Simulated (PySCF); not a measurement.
Species: C₂H₁₁NSi₂.
SMILES with atom numbers: `[CH3:1][CH2:2][Si@@H:3]([NH2:4])[SiH3:5]` (hydrogens: H6, H7, H8 on C1; H9, H10 on C2; H11 on Si3; H12, H13 on N4; H14, H15, H16 on Si5)

Cartesian coordinates in Å at the PBE0-D3(BJ)/def2-SVP level; atoms count from 1:
```xyz
16
C2H11NSi2 angstrom
C     -1.9960   -1.2084    0.4862
C     -0.5131   -0.9281    0.7188
Si     0.2745    0.1819   -0.5859
N     -0.5422    1.7210   -0.5933
Si     2.5254    0.6107   -0.0824
H     -2.4109   -1.8807    1.2542
H     -2.5915   -0.2817    0.5173
H     -2.1716   -1.6815   -0.4935
H      0.0588   -1.8724    0.7421
H     -0.3608   -0.4494    1.7013
H      0.2278   -0.5634   -1.8975
H     -1.5405    1.7401   -0.7788
H     -0.0959    2.4984   -1.0686
H      2.6670    1.1683    1.3002
H      3.1142    1.6008   -1.0412
H      3.3345   -0.6472   -0.1647
```

Level of theory: TDDFT CAM-B3LYP/def2-SVPD, vertical, gas phase, core orbitals frozen in the response in PySCF 2.14.0, density-fitted response routines.

Each state is given a Gaussian of 0.5 eV full width at half maximum, with ε(max) = 2.175×10⁸ f / Δν̃ (Δν̃ the width in cm⁻¹). The width is an assumption, not a result. The curve ends short of the highest state used, and states not computed would add to its high-energy end.

```
E (eV)  ε (L mol⁻¹ cm⁻¹)
  5.47                 1
  5.55                 3
  5.64                11
  5.73                33
  5.82                79
  5.91               159
  5.99               254
  6.08               364
  6.17               437
  6.26               440
  6.35               377
  6.44               300
  6.52               284
  6.61               418
  6.70               819
  6.79              1562
  6.88              2620
  6.96              3675
  7.05              4744
  7.14              5517
  7.23              6058
  7.32              6663
  7.41              7681
  7.49              9088
```

(1) Where are the band maxima, and which computed states make them?

(2) On this curve, what absorbance would a 10⁻⁵ mol/L sample give at 222 nm over a 1 cm path?

(3) Coming from long wavelengths, where does ε first pass 100 L mol⁻¹ cm⁻¹?

Answers

(1) 199 nm (6.22 eV), ε about 450, made up of S1 (100%) (ε in L mol⁻¹ cm⁻¹; maxima over ε = 5, shares over 10%). At its high-energy end, 7.49 eV, the curve is still rising (ε about 9100, from S5 and S7). The states used: S1 6.22 eV (f 0.0083); S2 6.96 eV (f 0.0065); S3 7.11 eV (f 0.071); S4 7.35 eV (f 0.013); S5 7.47 eV (f 0.059); S6 7.75 eV (f 0.030); S7 7.78 eV (f 0.167); S8 7.90 eV (f 0.017); S9 8.00 eV (f 0.041); S10 8.09 eV (f 0.017).

(2) 222 nm is 5.585 eV, where ε is about 5.4 L mol⁻¹ cm⁻¹, so A = ε c l ≈ 5.4e-05 (Beer–Lambert, with the gas-phase spectrum and the assumed width).

(3) At about 212 nm (5.85 eV), 0.37 eV below S1.

All these states lie below the vertical ionisation energy of 9.44 eV (ΔSCF).

One conformer stands for the species.

Without π bonds the low states are Rydberg-like; a valence basis with one diffuse set may place them up to an eV too high.
